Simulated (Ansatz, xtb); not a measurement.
## C4H6FNO: which of two isomers lies lower

Structure X: `OC1=C[C@@H](F)CN1`, a singlet. Structure Y: `OC1=NC[C@@H](F)C1`, a singlet. Both are isolated molecules in the gas phase, relaxed with B3LYP-D3(BJ)/def2-SVP; the shapes shown needn't be the lowest conformers.

X (Å):

```yaml
atoms:
  - { symbol: C, position_ang: [-0.2159, -1.7099, 1.1789] }
  - { symbol: C, position_ang: [0.6272, -0.6642, 1.3146] }
  - { symbol: C, position_ang: [-0.0631, 0.3947, 2.1055] }
  - { symbol: C, position_ang: [-1.2598, -0.3645, 2.7158] }
  - { symbol: F, position_ang: [-0.5180, 1.4494, 1.2908] }
  - { symbol: N, position_ang: [-1.3811, -1.6207, 1.9530] }
  - { symbol: O, position_ang: [-0.0422, -2.8064, 0.4239] }
  - { symbol: H, position_ang: [-0.5803, -3.5193, 0.7992] }
  - { symbol: H, position_ang: [1.6144, -0.5832, 0.8669] }
  - { symbol: H, position_ang: [0.5593, 0.8689, 2.8816] }
  - { symbol: H, position_ang: [-2.1737, 0.2425, 2.6509] }
  - { symbol: H, position_ang: [-1.0669, -0.5942, 3.7765] }
  - { symbol: H, position_ang: [-2.2376, -1.7036, 1.4047] }
```

Y (Å):

```xyz
13

C     0.0041   -1.7719    2.1641
C    -1.1569    0.0449    2.6643
C    -0.8922    0.1314    1.1464
C    -0.4172   -1.2808    0.8004
F     0.1435    1.0279    0.9138
N    -0.3838   -1.0883    3.1646
O     0.7198   -2.8978    2.2515
H     0.8704   -3.0632    3.1975
H    -0.8566    0.9862    3.1516
H    -2.2313   -0.1056    2.8763
H    -1.7603    0.4713    0.5600
H     0.3979   -1.2762    0.0625
H    -1.2301   -1.9143    0.4065
```

Question: Estimate which is lower in electronic energy at CCSD(T)/def2-SVP + ΔMP2/def2-TZVPP, and by roughly how much.

Answer: The CCSD(T)/def2-SVP + ΔMP2/def2-TZVPP calculation puts structure Y lower, by 13.5 kcal/mol.

The same difference at several levels:

| level | geometry | E(Y) − E(X) (kcal/mol) | departure from the last row (kcal/mol) | job, with rough time for the two |
| --- | --- | --- | --- | --- |
| GFN2-xTB | GFN2-xTB | −14.4 | −0.9 | optimisation, 0.17 s |
| HF/STO-3G | GFN2-xTB | −20.5 | −7.1 | single point, 0.52 s |
| r2SCAN-D4/def2-SVP | GFN2-xTB | −13.3 | +0.2 | single point, 5.9 s |
| B3LYP-D3(BJ)/def2-SVP | B3LYP-D3(BJ)/def2-SVP | −13.2 | +0.3 | optimisation, 95 s |
| HF/def2-SVP | B3LYP-D3(BJ)/def2-SVP | −14.8 | −1.4 | part of the CCSD(T) run |
| MP2/def2-SVP | B3LYP-D3(BJ)/def2-SVP | −15.3 | −1.8 | part of the CCSD(T) run |
| CCSD(T)/def2-SVP | B3LYP-D3(BJ)/def2-SVP | −15.6 | −2.2 | single point |
| CCSD(T)/def2-SVP + ΔMP2/def2-TZVPP | B3LYP-D3(BJ)/def2-SVP | −13.5 |  | single point, 2.1 min |

As drawn, Y has 1 C=N, 1 C–C, 1 C–H in place of 1 C=C, 1 C–N, 1 N–H.

None of the levels shown reverses the order. The largest departure from CCSD(T)/def2-SVP + ΔMP2/def2-TZVPP is that of HF/STO-3G, 7.1 kcal/mol. The last row adds to CCSD(T) the change of the MP2 difference between the two basis sets, here +2.2 kcal/mol.

With thermal terms from frequencies at re-optimised GFN2-xTB minima (ideal gas, soft modes damped towards free rotors, one conformer each, 298.15 K, 1 atm): on the last row, ΔE + ΔZPE = −12.8, ΔH = −13.1, ΔG = −12.7 kcal/mol.

The correlated steps freeze 7 core orbitals. Run with Ansatz 0.2.0, xtb 6.7.1; the last row on 2 threads of Arm Neoverse V1 on a shared host.
